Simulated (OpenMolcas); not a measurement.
Fe3+: ligand-field states by method

Fe3+ with 6 ligands (fluoride) in octahedral coordination (Oh) at 1.96 Å. A charge of +0.5 e stands 3.2 Å behind each ligand. Ligand basis ANO-RCC-VDZP.

```yaml
Program: OpenMolcas
Basis: ANO-RCC-VTZP [6s5p3d2f1g]
Scalar_Hamiltonian: DKH2, point nucleus
Active_space: 5 electrons in 5 orbitals (3d)
State_averaging: 2S+1 = 6 even, 1 root; 2S+1 = 4 even, 24 roots; 2S+1 = 2 even, 75 roots
Spin-orbit_coupling: RASSI with atomic mean-field integrals over the reference wave functions
```

I. CASSCF
II. SS-CASPT2, IPEA 0.25 Eh, imaginary shift 0.1 Eh (closed shells correlated: 3s 3p and the ligand valence shells)

Spin-free states (labels of O, the rotations of Oh) in cm-1, each column counted from its own energy of the first state listed:

```tsv
State	Degeneracy	I	II
6A1	1	0	0
4T1	3	28006	20130
4T2	3	33090	24170
4A1	1	34937	28030
4E	2	35169	27960
2T2	3	37692	24160
4T2	3	41434	31160
4E	2	43485	33770
2A2	1	43970	31330
2T1	3	43976	32340
2T2	3	45782	33790
4T1	3	46899	41960
2E	2	47613	35490
2A1	1	49575	39610
2T2	3	52658	40900
2E	2	53276	40030
2T1	3	54246	39640
2T2	3	57865	43810
4A2	1	57902	45210
4T1	3	60002	49490
```

From I to II, I's first state of another spin (4T1) moves from 28006 to 20130 cm-1, by about -7900 cm-1.

I: A least-squares ligand-field fit to the states below 45000 cm-1, each weighted by its degeneracy and with a free common offset, gives 10Dq = 9930 cm-1, B = 1237 cm-1 and C = 4505 cm-1 (C/B = 3.64), with an rms deviation of 119 cm-1. The same method and metal basis give the free ion B = 1296 cm-1 (fit to its terms below 60000 cm-1, rms deviation 21 cm-1), so the nephelauxetic ratio is β = 1237 / 1296 = 0.95; it hangs on how both fits weigh the states, and computed free-ion B values tend to be too large, so β mixes covalency with correlation.

χT at 300 K: I 4.39, II 4.38 cm3 K/mol.

Roots that are degenerate in the reference are averaged as groups; the widest CASPT2 spread within a group is 370 cm-1 (the 3-fold group of multiplicity 2 near 43800 cm-1 above the lowest state of its run, II). Shifts and gaps below about the spread of the groups concerned are not significant. Over all roots computed the reference weight is 0.69 to 0.72 in II; a low but even weight reflects the number of correlated electrons. Ligand-to-metal charge-transfer states are missing. With no ligand orbital active B as a rule stays too high, so bands that hang on it stand too high and its fall with covalency is understated. Without dynamic correlation the repulsion within the d shell is too large (B by tens of per cent), so at a given field states of lower spin stand too high (holds for I). With metal d orbitals alone and no dynamic correlation the field as a rule comes out too small, by tens of per cent, by up to half for chloride and softer ligands (holds for I). These CASPT2 states fit no ligand-field parameters well, so their order and spin gaps are uncertain (holds for II). With one d shell and no ligand orbital active, 10Dq can be off by a tenth or more (holds for II). Free-ion shares, where given, are those of the reference states; single-state CASPT2 does not remix them (holds for II). No measured value stands beside these numbers; the geometry was imposed, not optimised, and the real ion may take another.
